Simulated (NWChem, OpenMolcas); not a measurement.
**A ladder of methods for GeTe (SMILES [Ge][Te])**

GeTe: 2 atoms, total charge 0, spin state singlet. As SMILES, `[Ge][Te]`. The bond length is the measured one.

```xyz
2

Ge    0.0000    0.0000    0.0000
Te    0.0000    0.0000    2.3402
```

Quantity: the electronic atomisation energy, in eV. The values are calculated. Electronic energies at fixed atoms, without zero-point motion or spin-orbit coupling.

| level | kind | program | value (eV) | CPU time (all runs) |
| --- | --- | --- | --- | --- |
| PBE/def2-TZVP (core potential) | GGA | NWChem | 4.72 | 63 s |
| TPSS/def2-TZVP (core potential) | meta-GGA | NWChem | 4.63 | 64 s |
| B3LYP/def2-TZVP (core potential) | global hybrid | OpenMolcas | 4.39 | 32 s |
| M06-2X/def2-TZVP (core potential) | hybrid meta-GGA | NWChem | 3.63 | 61 s |
| PBE0/def2-TZVP (core potential) | global hybrid | NWChem | 4.38 | 53 s |
| wB97X/def2-TZVP (core potential) | range-separated hybrid | NWChem | 4.48 | 1.7 min |
| B2PLYP/def2-TZVP (core potential) | double hybrid | NWChem | 4.48 | 39 s |
| CCSD/def2-TZVP (core potential) | coupled cluster or CI | NWChem | 3.99 | 3.6 min |

The values span 3.63 to 4.72 eV. In the correlated wave-function rows the outer d shell of Ge, Te is correlated, in sets not made for it. Times are those of the runs behind each value, whatever else they computed, on shared processors of several kinds: orders of magnitude only.
